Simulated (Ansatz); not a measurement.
C3H6O2Si at its PBE0-D4/def2-TZVP geometry, where that method's forces vanish. Total charge 0; spin multiplicity 1. The bonds changed during the relaxation, so this is another structure than the one it started from.

```xyz
12

Si    1.4163   -1.5898   -0.2899
C     0.1802   -0.1686   -0.4821
O     0.1457    0.5873    0.7463
C    -0.9315    1.3052    0.9100
C    -2.1752    1.4236    0.3091
O    -1.1886    2.0255    1.8809
H     2.7621   -1.0431    0.0085
H     0.9721   -2.4912    0.7999
H     1.4368   -2.3170   -1.5848
H     0.4720    0.4948   -1.3018
H    -0.8217   -0.5563   -0.6981
H    -2.2683    2.3294   -0.2979
```

(1) What forces (eV/Å) does r2SCAN-D4/def2-TZVPP give on these atoms in Ansatz? (An estimate is asked.)

Results:

(1) Computed: 
```
Si1  0.029 -0.033  0.004
C2   0.020 -0.211 -0.327
O3   0.344 -0.044  0.332
C4  -0.294 -0.067 -0.496
C5  -0.041 -0.053 -0.109
O6   0.001  0.356  0.595
H7  -0.030 -0.013 -0.005
H8   0.012  0.021 -0.023
H9   0.001  0.016  0.031
H10 -0.020  0.015  0.002
H11 -0.009  0.021 -0.001
H12 -0.012 -0.007 -0.003
```
